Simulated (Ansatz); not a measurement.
Born–Oppenheimer molecular dynamics of ClF3H3NZr (9 atoms, charge 0, multiplicity 1). It starts at the highest image of a converged band, a first-order saddle point between two minima.

All numbers below come from RKS r2SCAN/def2-SVP in Ansatz 0.2.0.

```yaml
ensemble: NVE (velocity Verlet)
time_step: 0.5 fs
steps_asked: 200
starting_velocities_drawn_for: 300 K
seed: 10955
```

First frame:

```xyz
9
Properties=species:S:1:pos:R:3
Zr -0.612 -0.036 0.026
N -0.177 0.052 2.375
H -0.078 -0.895 2.754
H 0.717 0.515 2.560
F 1.307 -0.193 0.251
F -0.583 1.438 -1.174
F -0.917 -1.710 -0.818
Cl -2.826 0.335 0.969
H -0.915 0.506 2.919
```

Q: How far do the bonds stretch over the last three quarters of this one trajectory? (Pairs bonded in most of those frames.)

A: 
```tsv
bond	mean (Å)	spread (Å)	shortest	longest
Zr1–N2	2.425	0.067	2.30	2.50
Zr1–F5	1.928	0.034	1.88	1.98
Zr1–F6	1.916	0.026	1.87	1.95
Zr1–F7	1.894	0.006	1.88	1.91
Zr1–Cl8	2.435	0.024	2.41	2.47
N2–H3	1.025	0.010	1.01	1.04
N2–H4	1.025	0.014	1.00	1.05
N2–H9	1.025	0.017	1.00	1.06
```

Mean temperature of the second half: 143 K. The conserved energy stayed within 0.092 meV per atom of its start (net change 0.076 meV per atom), so the integration is sound. A run of 0.1 ps of so small a system gives no equilibrium averages. The orbitals stay closed-shell, which can raise the energy where a bond breaks towards radicals; this wasn't checked here.

The run took 4.1 min on 4 threads of AMD EPYC 9R45 96-Core Processor (Zen 5), on a shared host, peak memory 0.23 GiB.
